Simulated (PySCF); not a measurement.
Cl₂OV, charge +1, multiplicity 1. Atoms are numbered in the order given.

```xyz
4

V     -0.3618    -0.4084     0.0000
O      0.4804    -1.6620     0.0000
Cl     0.1317     0.6673     1.6979
Cl     0.1317     0.6673    -1.6979
```
Charge +1, spin multiplicity 1.

The structure is a stationary point at PBE0-D3(BJ)/def2-SVP. The spin state was assumed, not searched. The isomer is the one that the SMILES or the coordinates give; other isomers of the formula were not compared.

All values below come from PBE0-D3(BJ)/def2-SVP run with PySCF.

Frequencies are harmonic and unscaled.

Computed harmonic wavenumbers and intensities:
```json
[
 {"mode": "1", "ν (cm⁻¹)": "142", "IR (km/mol)": "5.1", "moving atoms (share of kinetic energy)": "Cl 74 %, V 24 %"},
 {"mode": "2", "ν (cm⁻¹)": "236", "IR (km/mol)": "12.4", "moving atoms (share of kinetic energy)": "O 48 %, V 31 %, Cl 20 %"},
 {"mode": "3", "ν (cm⁻¹)": "290", "IR (km/mol)": "0.0", "moving atoms (share of kinetic energy)": "O 70 %, Cl 27 %"},
 {"mode": "4", "ν (cm⁻¹)": "494", "IR (km/mol)": "29.3", "moving atoms (share of kinetic energy)": "Cl 68 %, V 31 %"},
 {"mode": "5", "ν (cm⁻¹)": "565", "IR (km/mol)": "102.7", "moving atoms (share of kinetic energy)": "V 54 %, Cl 45 %"},
 {"mode": "6", "ν (cm⁻¹)": "1226", "IR (km/mol)": "125.3", "moving atoms (share of kinetic energy)": "O 76 %, V 24 %"}
]
```
